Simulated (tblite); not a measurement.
Species: C₆H₁₂ClFO.
Atom-mapped SMILES: `[CH3:1][CH2:2][O:3][CH2:4][C@@:5]([CH3:6])([Cl:7])[CH2:8][F:9]` (hydrogens: H10, H11, H12 on C1; H13, H14 on C2; H15, H16 on C4; H17, H18, H19 on C6; H20, H21 on C8)

Computed with GFN2-xTB (tblite), gas phase: L-BFGS steps from a force-field or distance-geometry start until the largest atomic force falls under 0.01 eV/Å.

Step 11: E = -879.3894 eV
```
atom  x, y, z in Å  |  force x, y, z in eV/Å
C1      2.7995    0.0203   -0.6969   -0.055  -0.055   0.067
C2      2.0194   -0.9565    0.1936   -0.089   0.033  -0.049
O3      0.6096   -0.8265    0.0896    0.036   0.014   0.001
C4      0.1364    0.4440    0.4763    0.017  -0.057  -0.075
C5     -1.3915    0.5237    0.3583    0.069   0.074   0.021
C6     -2.1388   -0.4028    1.3098    0.057   0.072  -0.079
Cl7    -1.7761    2.2333    0.7958   -0.102  -0.077   0.006
C8     -1.8871    0.2699   -1.0683    0.035  -0.001   0.080
F9     -1.3345    1.1232   -1.9829    0.069   0.005   0.092
H10     3.7645   -0.3967   -0.9684   -0.023  -0.081   0.023
H11     2.9803    0.9609   -0.1844   -0.052   0.062   0.002
H12     2.2352    0.2173   -1.6061    0.043  -0.056  -0.011
H13     2.3322   -0.8403    1.2457   -0.063   0.002  -0.094
H14     2.2062   -1.9889   -0.1116    0.007   0.029  -0.021
H15     0.5666    1.2205   -0.1703   -0.023   0.023   0.036
H16     0.4340    0.6480    1.5170   -0.055   0.049  -0.012
H17    -1.7431   -0.3369    2.3199    0.062   0.026  -0.054
H18    -2.0454   -1.4256    0.9521    0.035   0.000   0.077
H19    -3.1887   -0.1224    1.3370   -0.037  -0.070  -0.010
H20    -2.9717    0.3969   -1.1263   -0.033   0.064   0.007
H21    -1.6157   -0.7444   -1.3707    0.100  -0.054  -0.008
```

Step 12: E = -879.3936 eV
```
atom  x, y, z in Å  |  force x, y, z in eV/Å
C1      2.7978    0.0162   -0.6972   -0.013   0.002   0.036
C2      2.0162   -0.9551    0.1913   -0.077  -0.024  -0.019
O3      0.6092   -0.8226    0.0855   -0.041   0.022  -0.013
C4      0.1359    0.4462    0.4740   -0.017  -0.005  -0.028
C5     -1.3922    0.5239    0.3588    0.021   0.112   0.027
C6     -2.1353   -0.4037    1.3114    0.027   0.058  -0.042
Cl7    -1.7801    2.2357    0.7970   -0.091  -0.124   0.000
C8     -1.8838    0.2722   -1.0686    0.021  -0.026   0.059
F9     -1.3235    1.1262   -1.9779    0.057   0.006   0.079
H10     3.7650   -0.3963   -0.9646    0.001  -0.109   0.022
H11     2.9745    0.9572   -0.1867   -0.045   0.109   0.019
H12     2.2381    0.2105   -1.6085    0.018  -0.049  -0.042
H13     2.3278   -0.8431    1.2426   -0.046   0.028  -0.044
H14     2.1997   -1.9869   -0.1114    0.022  -0.035  -0.051
H15     0.5598    1.2283   -0.1716   -0.002  -0.013   0.057
H16     0.4297    0.6482    1.5172   -0.033   0.051  -0.047
H17    -1.7412   -0.3319    2.3216    0.087   0.016  -0.049
H18    -2.0385   -1.4273    0.9576    0.055  -0.008   0.068
H19    -3.1880   -0.1346    1.3453   -0.035  -0.035  -0.050
H20    -2.9685    0.3959   -1.1371   -0.021   0.087   0.031
H21    -1.6114   -0.7420   -1.3698    0.113  -0.063  -0.014
```

Step 13: E = -879.3980 eV
```
atom  x, y, z in Å  |  force x, y, z in eV/Å
C1      2.7959    0.0123   -0.6969    0.031   0.061  -0.009
C2      2.0116   -0.9541    0.1884   -0.046  -0.072   0.007
O3      0.6079   -0.8186    0.0810   -0.118   0.019  -0.031
C4      0.1352    0.4485    0.4714   -0.053   0.055   0.029
C5     -1.3926    0.5257    0.3596   -0.045   0.090   0.018
C6     -2.1313   -0.4037    1.3123   -0.013   0.018   0.015
Cl7    -1.7862    2.2361    0.7984   -0.081  -0.128   0.001
C8     -1.8801    0.2740   -1.0679    0.005  -0.045   0.012
F9     -1.3112    1.1292   -1.9710    0.040   0.005   0.058
H10     3.7650   -0.3981   -0.9601    0.009  -0.115   0.033
H11     2.9677    0.9553   -0.1887   -0.038   0.118   0.018
H12     2.2417    0.2027   -1.6116    0.000  -0.038  -0.062
H13     2.3223   -0.8454    1.2385   -0.030   0.047   0.018
H14     2.1936   -1.9855   -0.1121    0.027  -0.086  -0.075
H15     0.5529    1.2361   -0.1719    0.028  -0.036   0.059
H16     0.4246    0.6494    1.5165   -0.001   0.047  -0.063
H17    -1.7376   -0.3264    2.3221    0.100   0.014  -0.037
H18    -2.0305   -1.4289    0.9647    0.078  -0.006   0.049
H19    -3.1876   -0.1479    1.3526   -0.014   0.002  -0.086
H20    -2.9653    0.3966   -1.1472    0.016   0.092   0.052
H21    -1.6048   -0.7404   -1.3690    0.105  -0.043  -0.005
```

**Question.** Estimate the geometry and energy of step 14. (The exact step hangs on the optimiser's Hessian estimate; all steps are aligned on step 13, rigid shifts and turns removed.)

**Answer.** E = -879.4035 eV, largest force 0.173 eV/Å
```
atom  x, y, z in Å  |  force x, y, z in eV/Å
C1      2.7940    0.0086   -0.6967    0.059   0.100  -0.054
C2      2.0049   -0.9540    0.1848   -0.006  -0.096   0.021
O3      0.6040   -0.8133    0.0749   -0.167   0.009  -0.043
C4      0.1333    0.4523    0.4684   -0.084   0.102   0.083
C5     -1.3939    0.5292    0.3608   -0.113   0.013  -0.002
C6     -2.1265   -0.4034    1.3135   -0.051  -0.039   0.078
Cl7    -1.7958    2.2341    0.8001   -0.076  -0.089   0.009
C8     -1.8753    0.2754   -1.0669   -0.008  -0.052  -0.047
F9     -1.2952    1.1329   -1.9611    0.018   0.000   0.024
H10     3.7650   -0.4027   -0.9536    0.003  -0.095   0.054
H11     2.9583    0.9552   -0.1911   -0.026   0.091  -0.003
H12     2.2462    0.1921   -1.6165   -0.007  -0.022  -0.066
H13     2.3147   -0.8474    1.2337   -0.021   0.054   0.074
H14     2.1868   -1.9851   -0.1146    0.015  -0.111  -0.088
H15     0.5453    1.2451   -0.1714    0.062  -0.046   0.043
H16     0.4183    0.6520    1.5147    0.040   0.040  -0.055
H17    -1.7311   -0.3191    2.3219    0.098   0.015  -0.015
H18    -2.0191   -1.4309    0.9743    0.101   0.002   0.021
H19    -3.1873   -0.1642    1.3597    0.019   0.043  -0.114
H20    -2.9609    0.3993   -1.1583    0.065   0.081   0.066
H21    -1.5945   -0.7391   -1.3679    0.079  -0.002   0.011
```

The energy changes by -0.0055 eV. The first-order estimate −F·Δx gives -0.0073 eV and the mean of the old and new forces, exact on a quadratic surface, -0.0055 eV. The step makes an angle of 69° with the force vector and moves no atom by more than 0.019 Å.

The cost below is that of the whole relaxation. On an Arm Neoverse N1 with one thread, shared host with 64 logical CPUs at a one-minute load of 63, this took 1.4 s of wall time.
